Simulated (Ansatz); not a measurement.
Harmonic frequencies (cm⁻¹) at PBE0-D4/def2-TZVP from Ansatz: 108, 108, 134, 161, 239, 241, 360, 476, 502, 529, 843, 845, 1054, 2438, 2451.

Each molecule was computed in one conformer, which needn't be the lowest.

(1) Which molecule is it?
A. `Cl[B-](Cl)(Cl)[SeH2+]`
B. `[SH2+][GaH3-]`
C. `[SH2+][Ga-]([Cl])([Cl])[Cl]`
D. `[OH2+][Al-]([F])([F])[F]`

Answers

(1) A.
